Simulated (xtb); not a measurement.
CH₃Cl₃Sn, charge -1, doublet, at a GFN2-xTB geometry (such geometries of metal compounds can be far from the true shape) (a state made from the parent by changing its charge; the spin is typed, not shown lowest); GFN2-xTB (xtb 6.7.1).

Input for xtb:
```
$ xtb mol.xyz --gfn 2 --chrg -1 --uhf 1 --ohess --json

# file mol.xyz
8

C     -2.80617644    -0.40162275     0.12082347
Sn    -0.24461394    -0.03500939     0.01053216
Cl     0.89982516    -1.44031537    -1.75298602
Cl     0.41061725     2.34994459    -0.51604998
Cl     0.94662883    -0.58659495     2.17185494
H     -2.94846383    -1.38425721     0.54586184
H     -3.19286124     0.38524350     0.75152957
H     -3.16113030    -0.33236290    -0.89686246
```

Output, abridged:

```
   ID    Z sym.   atoms
    1    6 C      1
    2   50 Sn     2
    3   17 Cl     3-5
    4    1 H      6-8

           -------------------------------------------------
          |                Calculation Setup                |
           -------------------------------------------------

molecular fragmentation (1/2 indicates fragments):
11112111
# atoms in fragment 1/2:     7     1
 fragment masses (1/2) :      204.65       35.45
CMA distance (Bohr)    :   5.389
constraining FC (au)   :  0.0500

           -------------------------------------------------
          |                 G F N 2 - x T B                 |
           -------------------------------------------------

          ...................................................
          :                      SETUP                      :
          :.................................................:
          :  # basis functions                  47          :
          :  # atomic orbitals                  43          :
          :  # shells                           17          :
          :  # electrons                        33          :
          :  max. iterations                   250          :
          :  Hamiltonian                  GFN2-xTB          :
          :  restarted?                      false          :
          :  GBSA solvation                  false          :
          :  PC potential                    false          :
          :  electronic temp.          300.0000000     K    :
          :  accuracy                    1.0000000          :
          :  -> integral cutoff          0.2500000E+02      :
          :  -> integral neglect         0.1000000E-07      :
          :  -> SCF convergence          0.1000000E-05 Eh   :
          :  -> wf. convergence          0.1000000E-03 e    :
          :  Broyden damping             0.4000000          :
          :  net charge                         -1          :
          :  unpaired electrons                  1          :
          ...................................................

 iter      E             dE          RMSdq      gap      omega  full diag
   1    -19.6942937 -0.196943E+02  0.775E+00    3.11       0.0  T
   2    -19.7180129 -0.237192E-01  0.901E+00    6.43       1.0  T
   3    -19.8587811 -0.140768E+00  0.331E+00    5.21       1.0  T
   4    -19.7979699  0.608112E-01  0.481E+00    6.28       1.0  T
   5    -19.8612882 -0.633183E-01  0.489E-01    5.58       1.0  T
   6    -19.8614651 -0.176889E-03  0.318E-01    5.55       1.0  T
   7    -19.8612474  0.217665E-03  0.186E-01    5.66       1.0  T
   8    -19.8616112 -0.363860E-03  0.711E-02    5.62       1.0  T
   9    -19.8616149 -0.365263E-05  0.258E-02    5.61       1.4  T
  10    -19.8616168 -0.193153E-05  0.136E-02    5.61       2.6  T
  11    -19.8616173 -0.476244E-06  0.292E-03    5.62      12.1  T
  12    -19.8616173 -0.956278E-08  0.755E-04    5.61      46.8  T
  13    -19.8616173 -0.771834E-09  0.425E-04    5.61      83.2  T

   *** convergence criteria satisfied after 13 iterations ***

         :::::::::::::::::::::::::::::::::::::::::::::::::::::
         ::                     SUMMARY                     ::
         :::::::::::::::::::::::::::::::::::::::::::::::::::::
         :: total energy             -19.806067058929 Eh    ::
         :: gradient norm              0.000019250227 Eh/a0 ::
         :: HOMO-LUMO gap              5.614464045992 eV    ::
         ::.................................................::
         :: SCC energy               -19.861587011201 Eh    ::
         :: -> isotropic ES            0.088446668672 Eh    ::
         :: -> anisotropic ES          0.001077828606 Eh    ::
         :: -> anisotropic XC          0.000723178309 Eh    ::
         :: -> dispersion             -0.007487100294 Eh    ::
         :: repulsion energy           0.055519952273 Eh    ::
         :: add. restraining           0.000000000000 Eh    ::
         :: total charge              -1.000000000000 e     ::
[...]
 * total energy  :   -19.8060671 Eh     change       -0.4196892E-09 Eh
   *** GEOMETRY OPTIMIZATION CONVERGED AFTER 1 ITERATIONS ***
         :: total energy             -19.806067059350 Eh    ::
[...]
          |             Thermodynamic Functions             |
           -------------------------------------------------

c3  symmetry found (for desy threshold:  0.10E+00) used in thermo

          ...................................................
          :                      SETUP                      :
          :.................................................:
          :  # frequencies                          17      :
          :  # imaginary freq.                       1      :
          :  linear?                             false      :
          :  only rotor calc.                    false      :
          :  symmetry                               c3      :
          :  rotational number                       3      :
          :  scaling factor                  1.0000000      :
          :  rotor cutoff                   50.0000000 cm⁻¹ :
          :  imag. cutoff                  -20.0000000 cm⁻¹ :
          :.................................................:

    mode    ω/cm⁻¹     T·S(HO)/kcal·mol⁻¹    T·S(FR)/kcal·mol⁻¹   T·S(vib)
   ------------------------------------------------------------------------
       1     28.83    -1.76157 (  9.95%)    -1.21932 ( 90.05%)    -1.27330
       2     28.84    -1.76141 (  9.96%)    -1.21925 ( 90.04%)    -1.27326
       3     51.59    -1.41787 ( 53.12%)    -1.04710 ( 46.88%)    -1.24406
       4     67.07    -1.26338 ( 76.41%)    -0.96937 ( 23.59%)    -1.19402
       5     67.15    -1.26275 ( 76.49%)    -0.96905 ( 23.51%)    -1.19369
       6    224.94    -0.57214 ( 99.76%)    -0.61101 (  0.24%)    -0.57223
       7    224.95    -0.57211 ( 99.76%)    -0.61100 (  0.24%)    -0.57221
       8    236.61    -0.54510 ( 99.80%)    -0.59604 (  0.20%)    -0.54520
       9    246.13    -0.52418 ( 99.83%)    -0.58435 (  0.17%)    -0.52428
   ------------------------------------------------------------------------

   temp. (K)  partition function   enthalpy   heat capacity  entropy
                                   cal/mol     cal/K/mol   cal/K/mol   J/K/mol
 298.15  VIB  0.220E+05             4282.700     17.686     29.909
         ROT  0.295E+06              888.752      2.981     28.008
         INT  0.647E+10             5171.452     20.667     57.918
         TR   0.360E+28             1481.254      4.968     42.310
         TOT                        6652.7062    25.6354   100.2272   419.3506

       T/K    H(0)-H(T)+PV         H(T)/Eh          T*S/Eh         G(T)/Eh
   ------------------------------------------------------------------------
    298.15    0.106018E-01    0.449842E-01    0.476212E-01   -0.263697E-02
   ------------------------------------------------------------------------

         :::::::::::::::::::::::::::::::::::::::::::::::::::::
         ::                  THERMODYNAMIC                  ::
         :::::::::::::::::::::::::::::::::::::::::::::::::::::
         :: total free energy         -19.808704032374 Eh   ::
         ::.................................................::
         :: total energy              -19.806067059350 Eh   ::
         :: zero point energy           0.034382444538 Eh   ::
         :: G(RRHO) w/o ZPVE           -0.037019417563 Eh   ::
         :: G(RRHO) contrib.           -0.002636973025 Eh   ::
         :::::::::::::::::::::::::::::::::::::::::::::::::::::
imag cut-off (cm-1) :    5.00
 found            1  significant imaginary frequency
 writing imag mode distorted coords to xtbhess.xyz
 for further optimization.

optimized geometry written to: xtbopt.xyz

           -------------------------------------------------
          | TOTAL ENERGY              -19.806067059350 Eh   |
          | TOTAL ENTHALPY            -19.761082852658 Eh   |
          | TOTAL FREE ENERGY         -19.808704032374 Eh   |
          | GRADIENT NORM               0.000018987875 Eh/α |
          | HOMO-LUMO GAP               5.614500860217 eV   |
           -------------------------------------------------

normal termination of xtb
```
